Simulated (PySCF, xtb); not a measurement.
CH5AlFNO, SMILES C[NH][Al]([OH])[F].

GFN2-xTB (xtb 6.7.1) at its own geometry gives an orbital gap of 3.18 eV and a dipole moment of 2.51 D.

Geometry: r2SCAN-D4/def2-SVP. The structure was generated by enumeration; whether it is a known compound was not checked. One conformer was computed; it need not be the lowest.

Task: What does B3LYP/def2-TZVP in PySCF give? (Estimate from the structure and the level; the computed values follow.)

Result: gap 5.96 eV (levels -6.66 and -0.69 eV), dipole 0.83 D.
